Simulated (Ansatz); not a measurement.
Frontier orbitals of C$_{2}$H$_{3}$BrO, SMILES `BrC1CO1`.

Total charge 0; spin multiplicity 1. Correlated methods include outer-core shells of Br, which these sets cover unevenly. Scalar relativity is left out up to krypton. The geometry is a stationary point of PBE0-D4/def2-TZVP. Basis def2-TZVPP, Ansatz 0.2.0.

```json
{"functional": "PBE", "HOMO (eV)": "-6.68", "LUMO (eV)": "-1.03", "gap (eV)": "5.65"}
{"functional": "PBE0", "HOMO (eV)": "-8.02", "LUMO (eV)": "-0.01", "gap (eV)": "8.01"}
{"functional": "B3LYP", "HOMO (eV)": "-7.78", "LUMO (eV)": "-0.31", "gap (eV)": "7.47"}
{"functional": "ωB97M-V", "HOMO (eV)": "-10.28", "LUMO (eV)": "2.05", "gap (eV)": "12.33"}
```

From PBE to PBE0 the HOMO moves by −1.34 eV and the LUMO by +1.02 eV, and with ωB97M-V by −3.60 and +3.08 eV, so the gap grows from 5.65 to 12.33 eV with exact exchange. A positive LUMO is unbound and depends on the basis.

B3LYP here is the variant with VWN-RPA as its local correlation; programs differ in this.
